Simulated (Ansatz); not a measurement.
A made-up structure of InH$_{2}$I, closed shell:

```
4
angstrom
In -0.3032 -0.0352 -0.1043
I 2.2091 0.2565 0.7604
H -1.0072 -1.5355 0.3104
H 3.6033 0.2976 1.7323
```

It is relaxed with PBE-D4/def2-SVP and then PBE0-D4/def2-TZVP (Ansatz 0.2.0). Atoms count as bonded within 1.22 times the sum of their covalent radii (H–H: 0.88 Å). The end point is not checked to be a true minimum.

Question: Does its bonding change? (Judge from chemistry; the calculation decides.)

Answer: By the calculation: Yes. Formed: H3–H4; broken: In1–H3, I2–H4.

Where it ends: The first stage lowers the energy by 0.71 eV in 28 steps. It ends as a complex of InI + H₂:
```
atom   x (Å)    y (Å)    z (Å)
 In1  0.0506   0.8323  -0.6086
  I2  2.5770   1.6001   0.2515
  H3  0.6510  -1.9654   1.5300
  H4  1.2233  -1.4837   1.5259
```

For scale, one of the runs: PBE0-D4/def2-TZVP relaxation, 112 basis functions, launched by `ansatz run in.yaml --threads 2 --pin off --events-out ev --progress --plain --max-ram 4352MiB`. Hardware: 2 CPU threads of an Arm Neoverse V2, shared host. Wall time about 34 s.
